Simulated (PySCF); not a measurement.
Delta-SCF ions had no search for a lower state. Excitations are Tamm–Dancoff values on a coarser integration grid. The basis has no diffuse functions, so Rydberg states are missing or too high.

Cartesian coordinates (Å):
```xyz
6

N     -1.0880    -0.0387     0.0832
Al     0.6598     0.0236    -0.0505
I      1.9483    -2.0835    -0.1028
I      1.7892     2.2166    -0.1831
H     -1.6856     0.7725     0.1102
H     -1.6237    -0.8904     0.1429
```
Charge 0, multiplicity 1.

Question: Predict the HOMO, vertical ionisation energy (Delta-SCF), dipole moment, S1–T1 gap (TDA), LUMO, HOMO–LUMO gap, total energy and S1 oscillator strength from ωB97X-D3(BJ)/def2-TZVP // B3LYP-D3(BJ)/def2-TZVP (PySCF).

Answer: 
| Item | Value |
|---|---|
| HOMO | -9.95 eV |
| vertical ionisation energy (Delta-SCF) | 9.95 eV |
| dipole moment | 2.06 D |
| S1–T1 gap (TDA) | 0.39 eV |
| LUMO | 0.76 eV |
| HOMO–LUMO gap | 10.70 eV |
| total energy | -894.2305 Ha |
| S1 oscillator strength | 0.048 |
